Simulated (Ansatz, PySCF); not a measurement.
Molecule: CCl2F (charge 0, doublet). SMILES: F[C](Cl)Cl
Coordinates optimised at B3LYP-D3(BJ)/def2-TZVP (Ansatz, a first-principles code):
```
C
F 1 1.3289
Cl 1 1.7235 2 113.28
Cl 1 1.7235 2 113.28 3 137.42
```
Charge 0, spin multiplicity 2.

Unscaled harmonic wavenumbers (cm⁻¹) in rising order, each level at the stationary point that it reaches from this structure (no distance between atoms moves by over 0.3 Å); the order of modes can differ between levels, and a negative number is imaginary. B3LYP-D3(BJ)/def2-TZVP (PySCF, at the structure above): 280, 378, 457, 585, 892, 1151.

HF/6-31G* (Ansatz): 306, 413, 491, 685, 1025, 1331. Zero-point energy 6.1 against 5.4 kcal/mol; where all levels lie over 400 cm⁻¹, the wavenumbers are on average 1.138 times those of B3LYP-D3(BJ)/def2-TZVP.

B3LYP/6-31G* (Ansatz): 279, 374, 458, 595, 882, 1202. Zero-point energy 5.4 against 5.4 kcal/mol; where all levels lie over 400 cm⁻¹, the wavenumbers are on average 1.013 times those of B3LYP-D3(BJ)/def2-TZVP.
